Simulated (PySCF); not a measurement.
## Ne⁺ (neon, charge +1) across methods

[He] 2s1 2p6, 2S determinant (an excited configuration). All numbers are calculated (PySCF 2.14, no relativity, point nucleus, in aug-cc-pVQZ with one added diffuse shell each of s, p, d, f, g type (7s6p5d4f3g, 105 functions)).

```csv
method,E (hartree),mean ε 2s α (eV),mean ε 2p α (eV),mean ε 2p β (eV),Σ⟨r²⟩ (bohr²),⟨S²⟩
UHF,-126.73496,-75.244,-45.554,-39.071,6.997,0.756
PBE,-127.2015,-56.818,-33.383,-31.349,7.082,0.751
M06-2X,-127.2018,-65.132,-39.439,-36.512,7.010,0.751
BHandHLYP,-127.1935,-66.354,-39.902,-35.840,7.033,0.753
revPBE,-127.2694,-56.874,-33.335,-31.295,7.074,0.751
LDA,-126.5781,-56.395,-33.480,-31.548,7.099,0.751
r2SCAN,-127.2003,-59.219,-34.421,-31.821,7.004,0.752
PBE0,-127.1595,-61.633,-36.626,-33.610,7.036,0.752
```

Task: Estimate the same row for r2SCAN0.

Result: E (hartree) = -127.1640; mean ε 2s α (eV) = -63.293; mean ε 2p α (eV) = -37.376; mean ε 2p β (eV) = -33.944; Σ⟨r²⟩ (bohr²) = 6.991; ⟨S²⟩ = 0.752.
